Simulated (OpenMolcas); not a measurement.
Ag4+: moving or changing the point charges

Ag4+ among 6 point charges of -1.7 e arranged as an octahedron (Oh), 2.19 Å from the ion.

```yaml
Program: OpenMolcas 26.06
Method: CASSCF
Basis: ANO-RCC-VDZP [6s5p3d1f]
Scalar_Hamiltonian: DKH2, point nucleus
Active_space: 7 electrons in 5 orbitals (4d)
State_averaging: 2S+1 = 4 even, 10 roots; 2S+1 = 2 even, 40 roots
Spin-orbit_coupling: RASSI with atomic mean-field integrals over the reference wave functions
```

Runs around this geometry, states (labels of O, the rotations of Oh). Energies in cm-1 above the lowest state or level, χT in cm3 K/mol; under a threefold ground state the first gap can be a small split of the lowest multiplet, not the spin-orbit step; 10Dq and B are least-squares fits to the states below 45000 cm-1, weighted by degeneracy, with a free offset, and given where the rms deviation is under 5 % of |10Dq| (or 100 cm-1) and under 700 cm-1.

```csv
R (Å),q (e),Ground state,First state of that spin,10Dq,B (rms of fit),First gap with spin-orbit (degeneracies),χT at 300 K,First state of another spin
2.19,-1.1,4T1,4T2 1740,2040,1070 (37),"471.6 (2, 4)",4.453,2E 17430
2.19,-1.7,4T1,4T2 2715,3140,1070 (58),"662.5 (2, 4)",4.033,2E 16851
2.39,-1.7,4T1,4T2 1772,2074,1070 (39),"478.5 (2, 4)",4.437,2E 17422
```

Taking |10Dq| as R^-n, n = -ln(2074 / 3140) / ln(2.39 / 2.19) = 4.7 between the shortest and longest distance. The point-charge formula for a cubic d site gives n = 5.

Scaling the charges by -1.1 / -1.7 = 0.65 scales |10Dq| by 2040 / 3140 = 0.65; with fixed orbitals a first-order splitting would follow the charge.

An orbital triplet at a regular site is open to Jahn-Teller coupling, which can distort the site and quench the lowest spin-orbit gaps and is left out. Without dynamic correlation the repulsion within the d shell is too large (B by tens of per cent), so at a given field states of lower spin stand too high. Point charges give a weaker field than real ligands, and real ions of this kind are as a rule low spin; the high spin found here belongs to the model. This field is weak: 10Dq is about 2040 cm-1, while octahedral complexes of 4d ions of charge 3 and more, computed by the same method with explicit ligands, had a median near 25000 cm-1. Ground spin and moment need not be those of a real site (figures for R = 2.19, q = -1.1; the like holds for R = 2.19, q = -1.7, R = 2.39, q = -1.7). The ground term spreads over less than 5000 cm-1, several times less than with real ligands, so orbital moments are less quenched and χT lies further from the spin-only value than at real sites (holds for R = 2.19, q = -1.1; R = 2.39, q = -1.7). Point charges carry no covalency, so the field is a model and not that of real ligands. No measured value stands beside these numbers.
